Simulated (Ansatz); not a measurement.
Calculated with Ansatz (gas phase, PBE0-D4/def2-TZVP geometries, no zero-point term in ΔE). CBS: MP2 limit from def2 TZ/QZ plus the TZ coupled-cluster correction, frozen cores. This one scheme is used for every species. Functionals use def2-TZVPP. One conformer a species, not always the lowest.

Reaction (formal exchange of groups at the Al–O bond): `[OH][Al]([OH])[SH]` + `CF` → `[OH][Al]([SH])[CH2]F` + H₂O

Problem. Is it downhill or uphill in electronic energy at CCSD(T)/CBS, and by how much? (Best estimate.)

Solution. Ansatz gave: Uphill: ΔE = +158.1 kJ/mol.

Problem. What do these levels give: revPBE-D4, PBE-QIDH, CAM-B3LYP, CCSD/def2-SVP, CCSD(T)/def2-TZVPP, CCSD/CBS(def2)? (Best estimate.)

Solution. Ansatz gave: revPBE-D4 143.5, PBE-QIDH 160.3, CAM-B3LYP 164.3, CCSD/def2-SVP 166.0, CCSD(T)/def2-TZVPP 160.7, CCSD/CBS(def2) 160.5 kJ/mol.

Largest T1 diagnostic among the species: 0.012.

In def2-TZVPP, CCSD(T) changes the Hartree–Fock value by −16.0 kJ/mol (the triples alone add −2.4 kJ/mol) and MP2 by −11.1 kJ/mol. From PBE to PBE0 (25 % exact exchange), in def2-TZVPP and without D4, ΔE moves by +5.9 kJ/mol. At CCSD(T), def2-SVP lies +6.0 kJ/mol from the extrapolated value and def2-TZVPP +2.6 kJ/mol.
